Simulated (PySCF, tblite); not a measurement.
Compound: C₆H₈F₃PS.
Structure used (GFN2-xTB), in Å, numbered top down from 1:
```xyz
19
C6H8F3PS angstrom
F      2.935   -1.468   -0.862
C      3.084   -0.313   -0.219
F      4.315   -0.192    0.252
C      2.072    0.534   -0.076
F      2.279    1.705    0.551
P      0.436    0.265   -0.879
C     -0.066   -1.279    0.042
C     -1.564   -1.497   -0.114
S     -2.540   -0.294    0.844
C     -2.008    1.233    0.006
C     -0.516    1.477    0.163
H      0.470   -2.125   -0.395
H      0.198   -1.200    1.100
H     -1.857   -2.471    0.276
H     -1.870   -1.425   -1.159
H     -2.586    2.029    0.476
H     -2.295    1.158   -1.046
H     -0.228    1.388    1.214
H     -0.269    2.485   -0.182
```

Method used: PBE0/pcSseg-1 in PySCF (dipole) on a GFN2-xTB geometry, gas phase.

Masses are those of the commonest isotopes; rigid-rotor values at the optimised geometry. The values belong to one conformer with, in the numbering `[F:1][C:2]([F:3])=[C:4]([F:5])[P:6]1[CH2:7][CH2:8][S:9][CH2:10][CH2:11]1`, C2–C4–P6–C7 65°, C4–P6–C7–C8 163°, P6–C7–C8–S9 -72°, C7–C8–S9–C10 63°, C8–S9–C10–C11 -62°.

**Question.** What are A, B and C (MHz)?

**Answer.** Ia = 291.48, Ib = 1094.76, Ic = 1265.27 u·Å²; 505379 MHz·u·Å²/I gives A = 1734, B = 461.6, C = 399.4 MHz.

**Question.** Classify the top.

**Answer.** A near-prolate asymmetric top; Ray's κ = -0.907.

**Question.** Is it planar, by Δ = Ic − Ia − Ib?

**Answer.** Not planar: Δ = Ic − Ia − Ib = -120.97 u·Å². For a rigid frame Δ = −2 Σ m c², so Σ m c² = 60.48 u·Å² lies off the ab plane: 6.58 from hydrogen and 53.90 from heavier atoms. The atom farthest from that plane is 1.47 Å away.

**Question.** Predict some low-J microwave lines.

**Answer.** The dipole components are |μa| = 0.71 D, |μb| = 0.25 D, |μc| = 0.48 D. Intensities carry the squares of the components, which stand as 1.00 : 0.13 : 0.46 (a : b : c). Some lines, for components of 0.1 D or more:

| type | branch | J(Ka,Kc) | MHz | lower level (cm⁻¹) |
| --- | --- | --- | --- | --- |
| a | Q | 3(1,2) ← 3(1,3) | 373 | 0.210 |
| a | R | 1(0,1) ← 0(0,0) | 861 | 0.000 |
| c | Q | 1(1,1) ← 1(0,1) | 1272 | 0.029 |
| b | Q | 1(1,0) ← 1(0,1) | 1334 | 0.029 |
| b | R | 3(0,3) ← 2(1,2) | 1362 | 0.127 |
| b | Q | 3(1,2) ← 3(0,3) | 1500 | 0.172 |
| a | R | 2(1,2) ← 1(1,1) | 1660 | 0.071 |
| a | R | 2(1,1) ← 1(1,0) | 1784 | 0.073 |
| b | R | 1(1,1) ← 0(0,0) | 2133 | 0.000 |
| c | R | 1(1,0) ← 0(0,0) | 2195 | 0.000 |
| a | R | 3(0,3) ← 2(0,2) | 2574 | 0.086 |
| a | R | 3(2,2) ← 2(2,1) | 2583 | 0.260 |
| a | R | 3(2,1) ← 2(2,0) | 2592 | 0.260 |
| b | R | 3(1,3) ← 2(0,2) | 3701 | 0.086 |
| b | Q | 3(2,1) ← 3(1,2) | 3736 | 0.222 |
| b | Q | 3(3,1) ← 3(2,2) | 6518 | 0.346 |
| b | R | 3(2,1) ← 2(1,2) | 6598 | 0.127 |
| b | R | 3(3,1) ← 2(2,0) | 9099 | 0.260 |

**Question.** Estimate the classical rotational partition function at 25 K, 200 K and 500 K.

**Answer.** Point group C1, symmetry number σ = 1; q = (√π/σ)·√((kT/h)³/(ABC)), k/h = 20836.6 MHz/K: 37300 at 25 K, 843000 at 200 K, 3330000 at 500 K.

Its GFN2-xTB frequencies are all real (lowest 21 cm⁻¹). These are rigid-rotor constants of the computed structure; measured ground-state constants (B0) also hold zero-point vibration.
